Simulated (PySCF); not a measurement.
C2H5ClOSi, SMILES C=CO[SiH2]Cl. Coordinates come from a PBE-D3(BJ)/def2-SVP optimisation. This is a generated structure with no PubChem entry under its InChIKey; it may be hypothetical. One conformer was computed; it need not be the lowest.

Computed equilibrium geometry at PBE-D3(BJ)/def2-SVP (PySCF confirms it by a frequency run) as a Z-matrix (one conformer of several):
```
O
C 1 1.3704
C 2 1.3422 1 122.36
H 3 1.0981 2 119.58 1 -178.25
H 3 1.0999 4 119.22 2 -179.46
H 2 1.1064 3 122.24 4 -0.19
Si 1 1.6793 2 126.51 6 22.44
H 7 1.4909 1 105.32 2 -169.20
H 7 1.4982 8 113.20 1 121.49
Cl 7 2.0797 8 110.07 9 119.99
```
